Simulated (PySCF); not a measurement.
A structure optimised at PBE-D3(BJ)/def2-SVP, used in a PySCF frequency run:

```
Ti
F 1 1.7468
S 1 2.2745 2 113.60
H 3 1.3696 1 89.34 2 -45.76
S 1 2.2812 2 112.04 4 140.98
H 5 1.3674 1 87.05 2 152.32
S 1 2.2874 2 112.02 4 -95.19
H 7 1.3697 1 89.75 2 -43.03
```

Question: Write its SMILES and formula.

Answer: [F][Ti]([SH])([SH])[SH], FH3S3Ti

Question: What are its rotational constants (standard atomic weights)?

Answer: 1.5187, 1.4514, 1.1383 GHz
